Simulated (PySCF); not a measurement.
# Deuteron quadrupole couplings in `CC1=C[C@@H](F)C[C@@H](F)[C@H]1F`

C7H9F3.
Cartesian coordinates in Å at the GFN2-xTB level; atoms count from 1:
```
atom  x, y, z in Å
C1     2.413    0.500   -0.446
C2     0.970    0.290   -0.121
C3     0.179    1.239    0.361
C4    -1.273    1.051    0.686
F5    -1.980    2.160    0.260
C6    -1.851   -0.204    0.042
C7    -0.876   -1.343    0.300
F8    -1.416   -2.546   -0.089
C9     0.429   -1.082   -0.452
F10    0.189   -1.135   -1.815
H11    2.716    1.522   -0.242
H12    3.034   -0.180    0.137
H13    2.582    0.282   -1.501
H14    0.561    2.231    0.554
H15   -1.408    1.027    1.780
H16   -1.950   -0.050   -1.034
H17   -2.833   -0.440    0.452
H18   -0.658   -1.441    1.373
H19    1.164   -1.872   -0.253
```

Level: PBE0/pcSseg-1 (PySCF, non-relativistic); Q(2H) = 0.00286 b; rigid geometry, the same for H and D, with no vibrational averaging.

Question: Rank these positions by the coupling χzz of a deuteron there, largest first.
A. H12 (methyl hydrogen)
B. H19 (methine hydrogen)
C. H15 (methine hydrogen)
D. H14 (vinylic hydrogen)
E. H16 (methylene hydrogen)
F. H11 (methyl hydrogen)

Answer: D (219 kHz), F (213 kHz), A (208 kHz), E (199 kHz), B (189 kHz), C (184 kHz).

Give the electric field gradient Vzz (the principal value of largest size), its asymmetry and the 2H coupling at each hydrogen.

```json
{"atom": "H11", "bonded to": "C1", "bond length (Å)": "1.086", "Vzz (au)": "0.3164", "η": "0.03", "χzz (kHz)": "213"}
{"atom": "H12", "bonded to": "C1", "bond length (Å)": "1.090", "Vzz (au)": "0.3102", "η": "0.03", "χzz (kHz)": "208"}
{"atom": "H13", "bonded to": "C1", "bond length (Å)": "1.089", "Vzz (au)": "0.3081", "η": "0.02", "χzz (kHz)": "207"}
{"atom": "H14", "bonded to": "C3", "bond length (Å)": "1.080", "Vzz (au)": "0.3258", "η": "0.07", "χzz (kHz)": "219"}
{"atom": "H15", "bonded to": "C4", "bond length (Å)": "1.102", "Vzz (au)": "0.2739", "η": "0.06", "χzz (kHz)": "184"}
{"atom": "H16", "bonded to": "C6", "bond length (Å)": "1.092", "Vzz (au)": "0.2964", "η": "0.00", "χzz (kHz)": "199"}
{"atom": "H17", "bonded to": "C6", "bond length (Å)": "1.090", "Vzz (au)": "0.3048", "η": "0.01", "χzz (kHz)": "205"}
{"atom": "H18", "bonded to": "C7", "bond length (Å)": "1.099", "Vzz (au)": "0.2775", "η": "0.06", "χzz (kHz)": "186"}
{"atom": "H19", "bonded to": "C9", "bond length (Å)": "1.097", "Vzz (au)": "0.2812", "η": "0.05", "χzz (kHz)": "189"}
```

How does χzz go with the bond length over the 9 C–H bonds?

A straight-line fit has a slope of -17.6 kHz for each 0.01 Å, with a correlation coefficient of -0.98, over lengths from 1.080 to 1.102 Å. The longer bonds have the smaller couplings here.

One conformer (not necessarily the lowest) at the GFN2-xTB geometry, without solvent, vibrations or thermal averaging. GFN2-xTB bond lengths can be off by several hundredths of an ångström, more for odd bonds, and the gradients follow them. The basis is small and wasn't made for field gradients, so the couplings can be 20 % off.
